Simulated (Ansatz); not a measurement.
Basis sets compared for SiH(NHMe)3 (C3H13N3Si). Charge 0, multiplicity 1. Geometry r2SCAN-D4/def2-SVP. Ansatz on 4 threads of Intel Xeon on a shared host; times are rough, and most runs start from earlier orbitals.

```xyz
20

Si    0.112    0.182   -0.300
H     1.270    1.133   -0.260
N    -1.367    0.588   -1.094
C    -2.403    1.475   -0.610
H    -1.385    0.442   -2.100
H    -3.415    1.067   -0.785
H    -2.284    1.606    0.477
H    -2.370    2.485   -1.067
N    -0.320    0.030    1.373
C     0.563    0.211    2.505
H    -1.171   -0.482    1.596
H     0.955   -0.737    2.925
H     1.435    0.811    2.199
H     0.072    0.759    3.331
N     0.709   -1.141   -1.249
C     2.090   -1.564   -1.336
H     0.045   -1.863   -1.515
H     2.365   -1.871   -2.362
H     2.751   -0.724   -1.068
H     2.348   -2.405   -0.661
```

Binding counts from free atoms (Si triplet, H doublet, N quartet, C triplet) in the same basis, without a counterpoise term.

| level | functions | energy (Eh) | HOMO (eV) | LUMO (eV) | binding per atom (eV) | wall time |
| --- | --- | --- | --- | --- | --- | --- |
| HF/STO-3G | 52 | -566.6612 | -7.26 | 12.82 | 3.23 | 0.5 s |
| HF/6-31G | 93 | -573.3177 | -9.43 | 5.46 | 2.48 | 1.2 s |
| PBE-D4/def2-SVP | 167 | -575.1354 | -4.61 | 0.95 | 3.91 | 2.3 s |
| PBE-D4/def2-TZVP | 301 | -575.5697 | -4.83 | 0.32 | 3.90 | 4.5 s |
| revPBE-D4/def2-TZVP | 301 | -575.9729 | -4.78 | 0.40 | 3.81 | 4.3 s |
| PBE0-D4/def2-SVP | 167 | -575.2057 | -6.02 | 1.84 | 3.85 | 3.1 s |
| PBE0-D4/def2-TZVP | 301 | -575.6317 | -6.18 | 1.14 | 3.84 | 6 s |

(1) Estimate the rows for PBE-D4/def2-TZVPD, revPBE-D4/def2-TZVPD, PBE0-D4/def2-TZVPD.

## Answers

(1) 
```tsv
level	functions	energy (Eh)	HOMO (eV)	LUMO (eV)	binding per atom (eV)	wall time
PBE-D4/def2-TZVPD	382	-575.5730	-4.90	-0.34	3.91	7 s
revPBE-D4/def2-TZVPD	382	-575.9762	-4.84	-0.35	3.82	6.5 s
PBE0-D4/def2-TZVPD	382	-575.6344	-6.23	0.28	3.84	9.5 s
```
